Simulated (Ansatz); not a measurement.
The cluster CuNi₂⁺. Charge 1, multiplicity 1. Geometry PBE0-D4/def2-TZVP.

Cartesian coordinates in Å:
```
Ni 1.6099 1.7406 -0.0436
Ni -1.6046 -1.7456 0.0323
Cu -0.0052 0.0051 0.0113
```

At PBE-D4/def2-TZVP, r2SCAN-D4/def2-TZVP an occupied level of the charge 1 singlet lies above an empty one (by up to 0.65 eV), so this SCF solution is probably not the lowest. This restricted singlet of an open-shell metal (gap down to -0.65 eV) wasn't tested against broken symmetry. No other spin state of charge 1 was run. The geometry of the singlet was relaxed on an unsound state (restricted singlet whose occupied levels cross empty ones at other levels, untested at these). Another isomer (triplet) lies 3.91 eV lower at PBE0-D4/def2-TZVP; other spin states weren't run for this one.

Problem. Estimate the orbital energies around the gap (eV) in Ansatz with HF/def2-TZVP, PBE-D4/def2-TZVP, r2SCAN-D4/def2-TZVP, PBE0-D4/def2-TZVP, CAM-B3LYP-D4/def2-TZVP.

Solution. 
| orbital | HF/def2-TZVP | PBE-D4/def2-TZVP | r2SCAN-D4/def2-TZVP | PBE0-D4/def2-TZVP | CAM-B3LYP-D4/def2-TZVP |
| --- | --- | --- | --- | --- | --- |
| HOMO−9 | -21.84 | -10.68 | -10.38 | -12.13 | -13.72 |
| HOMO−8 | -21.84 | -10.49 | -10.38 | -12.13 | -13.72 |
| HOMO−7 | -21.84 | -10.38 | -10.38 | -11.60 | -13.17 |
| HOMO−6 | -18.54 | -10.17 | -10.30 | -11.60 | -13.17 |
| HOMO−5 | -18.34 | -10.05 | -10.00 | -11.29 | -12.89 |
| HOMO−4 | -18.34 | -9.86 | -10.00 | -11.29 | -12.89 |
| HOMO−3 | -18.29 | -9.54 | -9.40 | -11.28 | -12.87 |
| HOMO−2 | -18.29 | -9.54 | -9.40 | -11.28 | -12.87 |
| HOMO−1 | -13.46 | -9.53 | -9.39 | -11.07 | -12.60 |
| HOMO | -12.32 | -9.51 | -9.39 | -10.82 | -12.17 |
| LUMO | -3.98 | -10.16 | -9.75 | -8.50 | -7.38 |
| LUMO+1 | -2.34 | -9.39 | -9.01 | -7.82 | -6.71 |
| LUMO+2 | -2.06 | -6.95 | -6.52 | -5.74 | -4.96 |
| LUMO+3 | -1.44 | -4.90 | -4.53 | -3.60 | -2.66 |
| LUMO+4 | -0.97 | -4.86 | -4.53 | -3.60 | -2.66 |
| LUMO+5 | -0.97 | -4.86 | -4.45 | -3.56 | -2.61 |
